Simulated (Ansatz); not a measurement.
Wavefunction ladder for `Cl[SiH]1C=C1`

Z-matrix (Å, degrees):
```
Si
C 1 1.787
C 1 1.787 2 44.1
Cl 1 2.048 2 122.2 3 104.8
H 1 1.473 2 124.7 3 -106.2
H 2 1.083 1 157.2 3 -176.9
H 3 1.083 1 157.2 2 176.9
```

Charge 0, multiplicity 1. All single points use the PBE0-D4/def2-TZVP geometry. Frozen core, restricted reference, the Gaussian-basis code of Ansatz. CBS rows extrapolate triple and quadruple zeta; past MP2 they add the triple-zeta difference.

| basis | HF (Eh) | MP2 corr. |
| --- | --- | --- |
| def2-SVP | -825.59744 | -0.47974 |
| def2-TZVPP | -825.94938 | -0.61275 |
| def2-QZVPP | -825.97456 | -0.66147 |

(1) Estimate the CCSD correlation energy and the (T) correction in each basis where they were run (hartree).

## Answers

(1) 
```json
{"basis": "def2-SVP", "CCSD corr.": "-0.51849", "(T)": "-0.01818"}
{"basis": "def2-TZVPP", "CCSD corr.": "-0.65044", "(T)": "-0.03136"}
{"basis": "CBS(def2)", "CCSD corr.": "-0.73525", "(T)": "as TZ"}
```
